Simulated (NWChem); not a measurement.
System: C5H3N3; SMILES c1ncc(C#N)cn1

NWChem input:

```
start job
memory heap 200 mb stack 900 mb global 1100 mb
geometry units angstroms noautosym nocenter noautoz
  N      0.000000     0.000000    -3.165907
  C      0.000000     0.000000    -2.006724
  C      0.000000     0.000000    -0.578366
  C      0.000000    -1.191831     0.162268
  N      0.000000    -1.188913     1.486557
  C      0.000000     0.000000     2.083729
  N      0.000000     1.188913     1.486557
  C      0.000000     1.191831     0.162268
  H      0.000000    -2.162800    -0.345623
  H      0.000000     0.000000     3.180036
  H      0.000000     2.162800    -0.345623
end
basis spherical
  * library 6-31g*
end
dft
  xc b3lyp
  iterations 150
end
property
  response 1 0.0773
end
task dft property
```

NWChem printed, in part:

```
             Northwest Computational Chemistry Package (NWChem) 7.3.0
             --------------------------------------------------------

                             Geometry "geometry" -> ""
                             -------------------------

 Output coordinates in angstroms (scale by  1.889725989 to convert to a.u.)

  No.       Tag          Charge          X              Y              Z
 ---- ---------------- ---------- -------------- -------------- --------------
    1 N                    7.0000     0.00000000     0.00000000    -3.16590700
    2 C                    6.0000     0.00000000     0.00000000    -2.00672400
    3 C                    6.0000     0.00000000     0.00000000    -0.57836600
    4 C                    6.0000     0.00000000    -1.19183100     0.16226800
    5 N                    7.0000     0.00000000    -1.18891300     1.48655700
    6 C                    6.0000     0.00000000     0.00000000     2.08372900
    7 N                    7.0000     0.00000000     1.18891300     1.48655700
    8 C                    6.0000     0.00000000     1.19183100     0.16226800
    9 H                    1.0000     0.00000000    -2.16280000    -0.34562300
   10 H                    1.0000     0.00000000     0.00000000     3.18003600
   11 H                    1.0000     0.00000000     2.16280000    -0.34562300

 Effective nuclear repulsion energy (a.u.)     306.1237981231

                              NWChem Property Module
                              ----------------------

                                 NWChem DFT Module
                                 -----------------

 Summary of "ao basis" -> "ao basis" (spherical)
 ------------------------------------------------------------------------------
       Tag                 Description            Shells   Functions and Types
 ---------------- ------------------------------  ------  ---------------------
 N                           6-31g*                  6       14   3s2p1d
 C                           6-31g*                  6       14   3s2p1d
 H                           6-31g*                  2        2   2s

            General Information
            -------------------
          SCF calculation type: DFT
          Wavefunction type:  closed shell.
          No. of atoms     :    11
          No. of electrons :    54
           Alpha electrons :    27
            Beta electrons :    27
          Charge           :     0
          Spin multiplicity:     1
          Use of symmetry is: off; symmetry adaption is: off
          Maximum number of iterations: 150
          AO basis - number of functions:   118
                     number of shells:    54
          Convergence on energy requested:  1.00D-06
          Convergence on density requested:  1.00D-05
          Convergence on gradient requested:  5.00D-04

              XC Information
              --------------
                         B3LYP Method XC Potential
                     Hartree-Fock (Exact) Exchange  0.200
                        Slater Exchange Functional  0.800 local
                    Becke 1988 Exchange Functional  0.720 non-local
              Lee-Yang-Parr Correlation Functional  0.810
                  VWN I RPA Correlation Functional  0.190 local

             Grid Information
             ----------------
          Grid used for XC integration:  medium
          Radial quadrature: Mura-Knowles
          Angular quadrature: Lebedev.
          Tag              B.-S. Rad. Rad. Pts. Rad. Cut. Ang. Pts.
          ---              ---------- --------- --------- ---------
          N                   0.65       49          12.0       434
          C                   0.70       49          12.0       434
          H                   0.35       45          12.0       434
          Grid pruning is: on
          Number of quadrature shells:   527
          Spatial weights used:  Erf1

      Superposition of Atomic Density Guess
      -------------------------------------

 Sum of atomic energies:        -352.67718310

      Non-variational initial energy
      ------------------------------

 Total energy =    -357.405968
 1-e energy   =   -1083.515909
 2-e energy   =     419.986143
 HOMO         =      -0.278102
 LUMO         =      -0.031540

   convergence    iter        energy       DeltaE   RMS-Dens  Diis-err
 ---------------- ----- ----------------- --------- --------- ---------
 d= 0,ls=0.0,diis     1   -356.3636499801 -6.62D+02  2.15D-02  1.45D+00
 d= 0,ls=0.0,diis     2   -355.9153291982  4.48D-01  1.64D-02  5.25D+00
 d= 0,ls=0.0,diis     3   -356.5280261758 -6.13D-01  3.21D-03  2.27D-01
 d= 0,ls=0.0,diis     4   -356.5470641021 -1.90D-02  1.26D-03  5.54D-02
 d= 0,ls=0.0,diis     5   -356.5528950630 -5.83D-03  3.24D-04  3.19D-03
  Resetting Diis
 d= 0,ls=0.0,diis     6   -356.5532319108 -3.37D-04  1.27D-04  1.69D-04
 d= 0,ls=0.0,diis     7   -356.5532491213 -1.72D-05  1.27D-04  3.94D-05
 d= 0,ls=0.0,diis     8   -356.5532349073  1.42D-05  7.98D-05  1.41D-04
 d= 0,ls=0.0,diis     9   -356.5532548564 -1.99D-05  5.94D-06  5.76D-07
 d= 0,ls=0.0,diis    10   -356.5532549192 -6.27D-08  1.90D-06  8.09D-08

         Total DFT energy =     -356.553254919162
      One electron energy =    -1086.855396185429
           Coulomb energy =      473.107006558925
    Exchange-Corr. energy =      -48.928663415802
 Nuclear repulsion energy =      306.123798123144

 Numeric. integr. density =       54.000004953277

                       DFT Final Molecular Orbital Analysis
                       ------------------------------------

 Vector   25  Occ=2.000000D+00  E=-3.315608D-01
              MO Center=  1.8D-09,  7.9D-08,  1.5D+00, r^2= 3.5D+00
   Bfn.  Coefficient  Atom+Function         Bfn.  Coefficient  Atom+Function
  ----- ------------  ---------------      ----- ------------  ---------------
    61      0.271175   5 N  pz               89      0.271175   7 N  pz
    62      0.269447   5 N  s                90      0.269447   7 N  s
    60     -0.206895   5 N  py               88      0.206895   7 N  py
    65      0.188363   5 N  pz               93      0.188363   7 N  pz
    34      0.185496   3 C  s                20     -0.164250   2 C  s

 Vector   26  Occ=2.000000D+00  E=-3.027294D-01
              MO Center= -2.4D-09,  4.2D-09, -6.0D-01, r^2= 4.6D+00
   Bfn.  Coefficient  Atom+Function         Bfn.  Coefficient  Atom+Function
  ----- ------------  ---------------      ----- ------------  ---------------
     3      0.320706   1 N  px               31     -0.308553   3 C  px
    73      0.258823   6 C  px               35     -0.218673   3 C  px
     7      0.203010   1 N  px               45     -0.189247   4 C  px
   101     -0.189247   8 C  px               17      0.176745   2 C  px
    77      0.169153   6 C  px               49     -0.122450   4 C  px

 Vector   27  Occ=2.000000D+00  E=-2.787647D-01
              MO Center= -5.9D-10, -1.1D-07,  1.2D+00, r^2= 3.7D+00
   Bfn.  Coefficient  Atom+Function         Bfn.  Coefficient  Atom+Function
  ----- ------------  ---------------      ----- ------------  ---------------
    60      0.374039   5 N  py               88      0.374039   7 N  py
    64      0.270803   5 N  py               92      0.270803   7 N  py
    36      0.217661   3 C  py               32      0.192490   3 C  py
    74     -0.185361   6 C  py               61     -0.144548   5 N  pz
    89      0.144548   7 N  pz               62     -0.114594   5 N  s

 Vector   28  Occ=0.000000D+00  E=-8.161477D-02
              MO Center=  3.3D-09, -4.9D-09,  1.2D-01, r^2= 4.7D+00
   Bfn.  Coefficient  Atom+Function         Bfn.  Coefficient  Atom+Function
  ----- ------------  ---------------      ----- ------------  ---------------
    77      0.373975   6 C  px               73      0.368072   6 C  px
    35      0.362175   3 C  px               31      0.305517   3 C  px
    49     -0.254028   4 C  px              105     -0.254028   8 C  px
     3     -0.250558   1 N  px                7     -0.238548   1 N  px
    45     -0.227613   4 C  px              101     -0.227613   8 C  px

 Vector   29  Occ=0.000000D+00  E=-6.857428D-02
              MO Center=  1.1D-09,  4.2D-09,  6.6D-01, r^2= 3.0D+00
   Bfn.  Coefficient  Atom+Function         Bfn.  Coefficient  Atom+Function
  ----- ------------  ---------------      ----- ------------  ---------------
    49      0.406402   4 C  px              105     -0.406402   8 C  px
    45      0.355990   4 C  px              101     -0.355990   8 C  px
    63     -0.350038   5 N  px               91      0.350038   7 N  px
    59     -0.312578   5 N  px               87      0.312578   7 N  px
    38     -0.034560   3 C  d -2             80      0.033255   6 C  d -2

[...]

 DFT Linear Response polarizability / au
 Frequency  =       0.0773000 / au
 Wavelength =     589.4353558 / nm
              X              Y              Z
 -----------------------------------------------
 X      26.3218298      0.0000000     -0.0000000
 Y       0.0000000     62.1672618     -0.0000000
 Z      -0.0000000     -0.0000000    104.6708096
 -----------------------------------------------
 Eigenvalues =      26.3218298     62.1672618    104.6708096
 Isotropic   =      64.3866337
 Anisotropic =      67.9338252
 -----------------------------------------------

 Magnetic Dipole Response Matrix (nonzero elements):

 Exiting AOResponse driver routine
```

Level: B3LYP/6-31G* (spherical d). Coordinates come from a PBE0/def2-SVP optimisation. B3LYP is NWChem's, with the RPA form of VWN correlation.
